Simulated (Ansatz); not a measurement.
VCl₃⁻. Total charge -1; quartet. Geometry r2SCAN-D4/def2-SVPD; atoms count from 1.

| atom | x (Å) | y (Å) | z (Å) |
| --- | --- | --- | --- |
| V1 | -0.1425 | 0.0798 | -0.2520 |
| Cl2 | 2.0540 | 0.5038 | -0.8248 |
| Cl3 | -1.1332 | 1.5546 | 1.2238 |
| Cl4 | -0.7782 | -2.1382 | -0.1469 |

Estimate the Mulliken populations from the PBE0/def2-TZVPD orbitals of Ansatz.


| atom | charge (e) | spin (α − β) | d electrons |
| --- | --- | --- | --- |
| V1 | 0.73 | 3.12 | 3.49 |
| Cl2 | -0.57 | -0.04 | – |
| Cl3 | -0.58 | -0.04 | – |
| Cl4 | -0.58 | -0.04 | – |
Mulliken values depend strongly on the basis. With diffuse functions, as here, like atoms can get unlike values, and bond orders can come out too low or too high.

Where does the spin sit?

Summed by element: V 3.12, Cl -0.12, of 3 unpaired in all. Largest on single atoms: V1 3.12, Cl2 -0.04, Cl3 -0.04.

And the Mayer bond orders between heavy atoms (over 0.3)?

V1–Cl2 0.73 (2.31 Å); V1–Cl3 0.72 (2.31 Å); V1–Cl4 0.72 (2.31 Å).
